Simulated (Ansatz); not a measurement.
```yaml
crystal:
  periodic: [false, false, false]
  atoms:
    - {symbol: Sr, position_ang: [0.578157, -1.838085, 3.554261]}
    - {symbol: Sr, position_ang: [1.492572, -3.595943, -0.854802]}
    - {symbol: Sr, position_ang: [2.163617, -5.145387, 2.845107]}
    - {symbol: Sr, position_ang: [1.909559, 0.358803, 0.229174]}
    - {symbol: Sr, position_ang: [-1.861446, -1.430795, 0.161976]}
    - {symbol: Te, position_ang: [3.279493, -2.395409, 1.558815]}
    - {symbol: Te, position_ang: [0.313470, -1.059573, -2.119521]}
    - {symbol: Te, position_ang: [-0.589481, 0.684686, 2.113237]}
    - {symbol: Te, position_ang: [1.683877, -4.044004, 5.762559]}
    - {symbol: Te, position_ang: [-0.636118, -4.252692, 1.491294]}
basis:
  gaussian: {orbitals: def2-TZVP, initial_orbitals: start.molden}
total_charge: 1
magnetization: {spin_polarized: true, initial_magnetization: 1}
hamiltonian: {xc: pbe0, dispersion: d4}
scf: {omitted_lower_state_checks: [starts]}
output: {orbitals: {seedname: orbitals}}
```

The file start.molden holds the orbitals of an earlier run on this structure, at another level or in another basis.

```sh
$ ansatz run in.yaml --threads 4 --pin off --events-out ev --progress --plain --max-ram 6963MiB
```

Problem. Does this run fit into the memory that it is given?

Solution. No. It has 415 basis functions, and Ansatz plans for 9 GiB where 7 GiB are given.
